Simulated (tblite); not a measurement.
C2H14OSi4.
Numbering: `[CH3:1][SiH2:2][Si@@H:3]([CH2:4][SiH3:5])[O:6][SiH3:7]` (hydrogens: H8, H9, H10 on C1; H11, H12 on Si2; H13 on Si3; H14, H15 on C4; H16, H17, H18 on Si5; H19, H20, H21 on Si7)

Computed with GFN2-xTB (tblite), gas phase: L-BFGS steps from a force-field or distance-geometry start until the largest atomic force falls under 0.01 eV/Å.

Step 52: E = -612.0352 eV
```
atom  x, y, z in Å  |  force x, y, z in eV/Å
C1      3.5012    0.4303    0.0956    0.013   0.024   0.005
Si2     1.8387    1.3485    0.2111    0.003   0.011   0.027
Si3     0.0543    0.0399   -0.4454    0.009  -0.020  -0.098
C4     -0.4507   -1.3240    0.7895    0.032   0.002   0.030
Si5    -1.6717   -2.6454    0.1639    0.033   0.026  -0.016
O6     -1.1930    1.0816   -0.6033   -0.015  -0.031   0.022
Si7    -2.5225    1.8818   -0.1635   -0.017   0.009  -0.025
H8      3.6014   -0.3237    0.8709   -0.035  -0.030  -0.040
H9      4.3229    1.1266    0.2212    0.048   0.022   0.020
H10     3.6376   -0.0559   -0.8655   -0.029  -0.034  -0.002
H11     1.7467    1.8190    1.6091   -0.014   0.024   0.000
H12     1.9805    2.5788   -0.5903    0.000  -0.006   0.009
H13     0.1131   -0.5551   -1.7926    0.035   0.003   0.005
H14     0.4523   -1.8245    1.1369    0.033  -0.042   0.020
H15    -0.8705   -0.8361    1.6694   -0.042   0.018   0.021
H16    -2.6799   -2.9407    1.1901    0.036  -0.003  -0.005
H17    -0.9098   -3.8678   -0.1304   -0.043   0.017   0.006
H18    -2.3570   -2.2182   -1.0564   -0.030   0.012   0.001
H19    -2.4137    3.1618   -0.8598   -0.021  -0.010   0.012
H20    -3.6792    1.0937   -0.5875    0.006   0.003  -0.001
H21    -2.5094    2.0464    1.2909   -0.003   0.005   0.008
```

Step 53: E = -612.0364 eV
```
atom  x, y, z in Å  |  force x, y, z in eV/Å
C1      3.4965    0.4279    0.0951    0.014   0.023   0.011
Si2     1.8372    1.3502    0.2089    0.002   0.026   0.027
Si3     0.0566    0.0382   -0.4433   -0.019   0.003  -0.094
C4     -0.4450   -1.3222    0.7962    0.029  -0.006   0.007
Si5    -1.6677   -2.6386    0.1668    0.004   0.018  -0.020
O6     -1.1900    1.0806   -0.6016   -0.021  -0.032   0.023
Si7    -2.5228    1.8787   -0.1668   -0.006  -0.003  -0.003
H8      3.5881   -0.3348    0.8626   -0.030  -0.030  -0.030
H9      4.3180    1.1212    0.2342    0.064   0.020   0.020
H10     3.6380   -0.0492   -0.8694   -0.025  -0.034  -0.017
H11     1.7429    1.8206    1.6065   -0.010   0.027   0.005
H12     1.9797    2.5809   -0.5924    0.001  -0.014   0.013
H13     0.1119   -0.5613   -1.7877    0.039  -0.002  -0.007
H14     0.4602   -1.8251    1.1331    0.035  -0.043   0.049
H15    -0.8617   -0.8369    1.6789   -0.025   0.016   0.019
H16    -2.6774   -2.9413    1.1887    0.039  -0.007   0.015
H17    -0.9115   -3.8596   -0.1440   -0.032   0.011   0.010
H18    -2.3599   -2.2009   -1.0446   -0.035   0.020  -0.022
H19    -2.4119    3.1570   -0.8649   -0.026  -0.005   0.009
H20    -3.6762    1.0859   -0.5907    0.005   0.008  -0.003
H21    -2.5138    2.0457    1.2886   -0.003   0.004  -0.013
```

Step 54: E = -612.0376 eV
```
atom  x, y, z in Å  |  force x, y, z in eV/Å
C1      3.4957    0.4267    0.0956    0.051   0.015  -0.010
Si2     1.8383    1.3516    0.2063   -0.004   0.030   0.018
Si3     0.0593    0.0361   -0.4424   -0.050   0.028  -0.070
C4     -0.4379   -1.3228    0.8017    0.028  -0.010  -0.007
Si5    -1.6650   -2.6334    0.1700   -0.029   0.013  -0.026
O6     -1.1867    1.0812   -0.5921   -0.056  -0.015   0.035
Si7    -2.5266    1.8776   -0.1698    0.039  -0.039   0.016
H8      3.5762   -0.3479    0.8532   -0.019  -0.007  -0.035
H9      4.3179    1.1180    0.2524    0.029  -0.031   0.009
H10     3.6447   -0.0405   -0.8744   -0.025   0.002   0.025
H11     1.7415    1.8240    1.6028   -0.008   0.027   0.009
H12     1.9820    2.5823   -0.5954    0.001  -0.022   0.014
H13     0.1063   -0.5639   -1.7867    0.043  -0.004  -0.008
H14     0.4692   -1.8294    1.1291    0.014  -0.027   0.067
H15    -0.8524   -0.8395    1.6875    0.008   0.002  -0.004
H16    -2.6735   -2.9441    1.1906    0.049  -0.007   0.026
H17    -0.9163   -3.8538   -0.1589   -0.022   0.008   0.013
H18    -2.3684   -2.1851   -1.0312   -0.029   0.024  -0.029
H19    -2.4121    3.1522   -0.8742   -0.032  -0.007   0.012
H20    -3.6739    1.0767   -0.5971    0.013   0.020   0.001
H21    -2.5271    2.0510    1.2871   -0.002   0.000  -0.054
```

Task: Estimate the geometry and energy of step 55. (The exact step hangs on the optimiser's Hessian estimate; all steps are aligned on step 54, rigid shifts and turns removed.)

Result: E = -612.0385 eV, largest force 0.083 eV/Å
```
atom  x, y, z in Å  |  force x, y, z in eV/Å
C1      3.4869    0.4262    0.0929   -0.007   0.005   0.014
Si2     1.8337    1.3582    0.2069   -0.005   0.011   0.007
Si3     0.0637    0.0332   -0.4478   -0.035   0.033   0.019
C4     -0.4321   -1.3185    0.8073    0.009  -0.006  -0.051
Si5    -1.6588   -2.6260    0.1697   -0.050   0.018  -0.016
O6     -1.1880    1.0699   -0.5968   -0.014  -0.034  -0.001
Si7    -2.5211    1.8707   -0.1693    0.009  -0.019   0.036
H8      3.5611   -0.3510    0.8470   -0.010  -0.017   0.017
H9      4.3132    1.1100    0.2486    0.068  -0.006   0.011
H10     3.6282   -0.0457   -0.8739   -0.007   0.005  -0.047
H11     1.7321    1.8275    1.6034   -0.004   0.025   0.019
H12     1.9791    2.5922   -0.5882    0.003  -0.017   0.004
H13     0.1160   -0.5712   -1.7871    0.039  -0.017  -0.040
H14     0.4731   -1.8253    1.1387    0.013  -0.019   0.080
H15    -0.8545   -0.8315    1.6876    0.035  -0.001  -0.011
H16    -2.6725   -2.9395    1.1827    0.039  -0.010   0.053
H17    -0.9181   -3.8477   -0.1633    0.006  -0.015   0.006
H18    -2.3634   -2.1736   -1.0278   -0.033   0.034  -0.054
H19    -2.4010    3.1449   -0.8711   -0.039   0.015   0.000
H20    -3.6696    1.0722   -0.5922   -0.015   0.010  -0.012
H21    -2.5170    2.0419    1.2868   -0.003   0.005  -0.033
```

The energy changes by -0.0009 eV. The first-order estimate −F·Δx gives -0.0021 eV and the mean of the old and new forces, exact on a quadratic surface, -0.0009 eV. The step makes an angle of 79° with the force vector and moves no atom by more than 0.017 Å.

What follows is the cost of the whole relaxation. Hardware: Arm Neoverse V1, one thread, shared host. Cost: 2.3 s of wall time.
